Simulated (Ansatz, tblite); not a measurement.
Removing and adding an electron: tri-p-tolylsulfonium bromide, `Cc1ccc([S+](c2ccc(C)cc2)c2ccc(C)cc2)cc1.[Br-]`. Total charge 0; singlet. Geometry: PBE-D4/def2-SVP. Ansatz, gas phase; energy differences of separate SCF runs; the oxidised species was run as a doublet alone; the reduced species was run as a doublet alone.

Cartesian coordinates in Å:
```
C -2.602 4.178 -2.864
C -2.181 2.864 -2.259
C -3.143 1.919 -1.837
C -2.765 0.676 -1.322
C -1.398 0.378 -1.204
S -1.003 -1.207 -0.446
C -0.795 -0.643 1.317
C -0.604 -1.683 2.245
C -0.542 -1.391 3.611
C -0.696 -0.069 4.084
C -0.647 0.228 5.561
C -0.910 0.950 3.137
C -0.964 0.675 1.760
C 0.755 -1.518 -0.804
C 1.769 -0.849 -0.094
C 3.108 -1.143 -0.379
C 3.459 -2.106 -1.348
C 4.902 -2.395 -1.668
C 2.417 -2.772 -2.025
C 1.070 -2.486 -1.769
C -0.417 1.290 -1.606
C -0.819 2.525 -2.137
H -1.842 4.969 -2.699
H -2.738 4.079 -3.963
H -3.567 4.530 -2.447
H -4.214 2.156 -1.932
H -3.520 -0.072 -1.041
H -0.493 -2.722 1.895
H -0.377 -2.210 4.330
H -1.487 -0.264 6.096
H 0.289 -0.155 6.018
H -0.708 1.314 5.763
H -1.038 1.989 3.481
H -1.128 1.492 1.043
H 1.522 -0.114 0.685
H 3.900 -0.611 0.172
H 5.048 -3.449 -1.977
H 5.564 -2.189 -0.803
H 5.253 -1.758 -2.509
H 2.661 -3.538 -2.778
H 0.246 -2.966 -2.329
H 0.651 1.043 -1.523
H -0.050 3.240 -2.468
Br -1.968 -2.188 -2.969
```

The xTB rows come from tblite. Single mean-field runs in def2-TZVP are fitted with def2-universal-jkfit. HOMO above LUMO, or a gap near zero within one spin, warns that the state may not be the lowest or that an electron is smeared out.

(1) Estimate orbital energies and vertical ionisation energies and electron affinities at: GFN1-xTB; GFN2-xTB; PBE-D4/def2-TZVP; B97M-V/def2-TZVP; PBE0-D4/def2-TZVP.

Results:

(1) 
| level | −HOMO (eV) | vertical IE (eV) | −LUMO (eV) | vertical EA (eV) | HOMO–LUMO gap (eV) | IE − EA (eV) | remarks |
| --- | --- | --- | --- | --- | --- | --- | --- |
| GFN1-xTB | 8.44 | 11.49 | 7.76 | 5.88 | 0.68 | 5.61 | – |
| GFN2-xTB | 8.37 | 11.35 | 7.19 | 5.36 | 1.18 | 6.00 | – |
| PBE-D4/def2-TZVP | 4.43 | 6.94 | 2.21 | 0.53 | 2.22 | 6.41 | HOMO above zero (-1 doublet), gap within one spin near zero (+1 doublet), gap within one spin near zero (-1 doublet) |
| B97M-V/def2-TZVP | 4.63 | 6.89 | 2.04 | 0.37 | 2.60 | 6.52 | HOMO above zero (-1 doublet), gap within one spin near zero (-1 doublet) |
| PBE0-D4/def2-TZVP | 5.45 | 7.04 | 1.41 | 0.30 | 4.05 | 6.74 | HOMO above zero (-1 doublet) |

Relaxing the reduced species (PBE-D4/def2-SVP) changes its energy by -0.47 eV at PBE-D4/def2-TZVP, so the adiabatic electron affinity to this nearest minimum is 1.00 eV. On the way the bond S6–Br44 breaks. At PBE0-D4/def2-TZVP it is 0.89 eV. The highest occupied level of the relaxed charge -1 doublet lies above zero (up to 0.42 eV). By energy differences its removal costs 1.00 eV (each at its own geometry, to the charge 0 singlet, at PBE-D4/def2-TZVP); self-interaction error and the lack of diffuse functions both raise the level.     A HOMO above zero means that the electron is unbound at that level or that self-interaction error raises the level; the energy of removing that electron tells which. Raw xTB energy differences between charge states are shifted by several eV; the methods need an empirical correction for them. Sets without diffuse functions give affinities that are too small.
